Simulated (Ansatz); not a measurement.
GaH3InO2: where a starting geometry ends

The starting geometry of this gas-phase doublet was optimised with GFN2-xTB.

```xyz
7

Ga   -1.4184    1.3851   -0.9275
In    1.1831    2.9851    0.7450
O    -1.1527    2.6844    0.5632
O     0.6222    1.4797   -0.9658
H    -1.9285    3.0196    1.0152
H     1.1393    0.9727   -1.5942
H    -3.3446    1.3795   -0.8495
```

Question: Predict what becomes of its bonds when it is optimised with PBE0-D3(BJ)/def2-SVP.

Answer: It keeps its bonds. Distances that change by over a tenth: Ga1–H7 (1.93 → 1.61 Å).

The energy falls by 1.01 eV over 14 steps:

```
step  E − E(last) (eV)
   1             1.013
   2             0.717
   4             0.563
   5             0.357
   7             0.048
   8             0.019
  10             0.001
  11             0.000
  13             0.000
  14             0.000
```

Final geometry (Å):

```json
{"atom": "Ga", "x (Å)": "-1.5065", "y (Å)": "1.1188", "z (Å)": "-0.4730"}
{"atom": "In", "x (Å)": "0.9739", "y (Å)": "3.1861", "z (Å)": "0.3927"}
{"atom": "O", "x (Å)": "-1.1270", "y (Å)": "2.5105", "z (Å)": "0.8291"}
{"atom": "O", "x (Å)": "0.3177", "y (Å)": "1.5359", "z (Å)": "-0.9922"}
{"atom": "H", "x (Å)": "-1.8256", "y (Å)": "2.9210", "z (Å)": "1.3478"}
{"atom": "H", "x (Å)": "0.8247", "y (Å)": "0.9505", "z (Å)": "-1.5628"}
{"atom": "H", "x (Å)": "-2.5568", "y (Å)": "1.6835", "z (Å)": "-1.5552"}
```

No frequencies were run, so the end isn't proven a minimum. Open shells are spin-unrestricted. Atoms past krypton carry core potentials, without spin–orbit terms. Run with Ansatz 0.2.0, 83 s on 2 threads of Arm Neoverse V2, with other jobs on the host.
